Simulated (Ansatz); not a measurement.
F₃H₃SSi₂, SMILES `F[SiH2]S[SiH](F)F`, relaxed with RKS PBE-D4/def2-SVP in Ansatz 0.2.0 from a rough embedded geometry. The force threshold is 0.03 eV/Å; the program also tests the step.

Total charge 0; spin multiplicity 1.

Start:

```xyz
9

F    -1.734    1.021   -0.623
Si   -0.639    1.290    0.523
S    -0.124   -0.556    1.393
Si    0.605   -1.347   -0.371
F     1.174   -2.785   -0.195
F     1.850   -0.368   -0.894
H     0.557    1.963    0.028
H    -1.288    2.110    1.569
H    -0.402   -1.327   -1.429
```

How much energy does the relaxation release, and in how many steps? (An estimate is asked.)

Ansatz gave: 34.79 kJ/mol, in 23 steps.

Which bonds change most? (Estimate.)

The calculation gave: Si4–F5 from 1.557 to 1.627 Å; S3–Si4 from 2.067 to 2.133 Å; Si2–S3 from 2.105 to 2.164 Å; Si4–F6 from 1.668 to 1.631 Å.

Give the relaxed structure. (Best estimate.)

Ansatz gave: 
```xyz
9

F    -1.249    2.042   -0.674
Si   -0.553    1.382    0.648
S    -1.029   -0.724    0.793
Si    0.451   -1.472   -0.549
F     1.850   -1.775    0.224
F     0.794   -0.322   -1.653
H     0.923    1.598    0.567
H    -1.179    1.989    1.862
H    -0.007   -2.719   -1.219
```
